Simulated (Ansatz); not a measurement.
Relaxation of AlFH4OSi (8 atoms, charge 0, multiplicity 1), to a largest force component of 0.015 eV/Å in at most 40 steps.

These are results of Ansatz 0.2.0, RKS r2SCAN/6-31G*, not measurements.

```xyz
8
Properties=species:S:1:pos:R:3
O 1.649 1.367 -0.304
Al 0.937 0.135 0.526
F 1.765 -0.512 1.819
Si -1.220 -0.632 -0.186
H 2.105 2.071 -0.745
H -2.222 0.449 -0.227
H -1.209 -1.195 -1.549
H -1.805 -1.682 0.666
```

Problem. Where does it end, and by what steps?

Solution. The run converged. After 14 steps the energy has fallen by 0.210 eV; H5 moved furthest, 0.56 Å.

```tsv
step	energy less start (eV)	largest force component (eV/Å)	accepted
0	0.0000	0.470	yes
1	-0.0269	0.379	yes
2	-0.0339	0.185	yes
3	-0.0444	0.263	yes
4	-0.0467	0.193	yes
5	-0.0864	0.513	yes
6	-0.1006	0.398	yes
7	-0.1244	0.612	yes
8	-0.1613	0.831	yes
9	-0.1652	0.825	yes
10	-0.1332	2.222	no
11	-0.1984	0.193	yes
12	-0.2062	0.139	yes
13	-0.2097	0.036	yes
14	-0.2099	0.009	yes
```

```xyz
8
Properties=species:S:1:pos:R:3
O 1.547 1.490 -0.518
Al 0.889 0.218 0.406
F 1.772 -0.372 1.684
Si -1.292 -0.661 -0.204
H 2.410 1.873 -0.321
H -2.314 0.426 -0.221
H -1.255 -1.261 -1.570
H -1.757 -1.713 0.744
```

Whether the end is a true minimum wasn't checked by a vibrational analysis.

Run time: 110 s on 1 thread of Intel(R) Xeon(R) Processor @ 2.50GHz (Skylake/Cascade Lake), with other jobs on the host, peak memory 0.17 GiB.
